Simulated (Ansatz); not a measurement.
Start from `[Br][GeH2][Br]` and change one element to get `[Br][SnH2][Br]`.

Ansatz, PBE0-D4/def2-TZVP geometries, multiplicity 1. 

Elements past krypton have def2 core potentials. Scalar relativity is left out up to krypton.

```json
{"property": "HOMO energy (PBE/def2-TZVPP) / eV", "`[Br][GeH2][Br]`": "-7.23"}
{"property": "zero-point energy (PBE0-D4/def2-TZVP) / kJ/mol", "`[Br][GeH2][Br]`": "46.8"}
{"property": "HOMO energy (PBE0/def2-TZVPP) / eV", "`[Br][GeH2][Br]`": "-8.52"}
{"property": "LUMO energy (B3LYP/def2-TZVPP) / eV", "`[Br][GeH2][Br]`": "-1.57"}
{"property": "HOMO–LUMO gap (PBE0/def2-TZVPP) / eV", "`[Br][GeH2][Br]`": "7.25"}
{"property": "LUMO energy (ωB97M-V/def2-TZVPP) / eV", "`[Br][GeH2][Br]`": "0.66"}
```

(1) What does the change do to each property? (Best estimate.)

Answers

(1) Computed: 
| property | `[Br][SnH2][Br]` | shift |
| --- | --- | --- |
| HOMO energy (PBE/def2-TZVPP) / eV | -7.19 | 0.04 |
| zero-point energy (PBE0-D4/def2-TZVP) / kJ/mol | 40.5 | -6.3 |
| HOMO energy (PBE0/def2-TZVPP) / eV | -8.46 | 0.06 |
| LUMO energy (B3LYP/def2-TZVPP) / eV | -2.03 | -0.46 |
| HOMO–LUMO gap (PBE0/def2-TZVPP) / eV | 6.73 | -0.52 |
| LUMO energy (ωB97M-V/def2-TZVPP) / eV | 0.15 | -0.51 |

With PBE0 the HOMO rises by 0.06 eV and the LUMO falls by 0.46 eV, so the gap narrows by about 0.52 eV. PBE moves the HOMO by 0.04 eV and ωB97M-V by 0.04 eV.

B3LYP here is the variant with VWN-RPA as its local correlation; programs differ in this.

Spin–orbit coupling is left out; it splits and shifts lone-pair levels of the heavy atoms by tenths of an eV.
